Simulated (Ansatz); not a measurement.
Reactions of C₃H₆O₂ (`CC=C(O)O`).

Computed with Ansatz on PBE0-D4/def2-TZVP structures; ΔE is electronic, products minus reactants. CCSD(T)/CBS adds triple-zeta CCSD(T) − MP2 to the extrapolated MP2 energy (def2 sets, frozen cores). This one scheme is used for every species. Double bonds are as drawn, so ΔE can hold a change between cis and trans. DFT in def2-TZVPP. def2 core potentials past Kr. For Br, Sn outer-core shells are correlated without core-valence functions, which leaves a few kJ/mol of doubt a bond. Scalar relativity is left out up to krypton. One conformer a species, not always the lowest.

```tsv
reaction	CCSD(T)/CBS(def2) (kJ/mol)
`CC=C(O)O` + `CC(=N)N` → `C/N=C(\C)N` + `C=C(O)O`	28
`CC=C(O)O` + HBr → `C/C=C(\O)Br` + H₂O	?
`CC=C(O)O` + HCl → `OC(O)=CCl` + CH₄	14
`CC=C(O)O` + `[NH2][SnH2][F]` → `[CH3][SnH]([NH2])[F]` + `C=C(O)O`	-36
```

(1) Fill in the missing values. (An estimate is asked.)

Largest T1 diagnostic: 0.013, for `[NH2][SnH2][F]`.

## Answers

(1) The calculation gave: `CC=C(O)O` + HBr → `C/C=C(\O)Br` + H₂O: -1.3 kJ/mol.
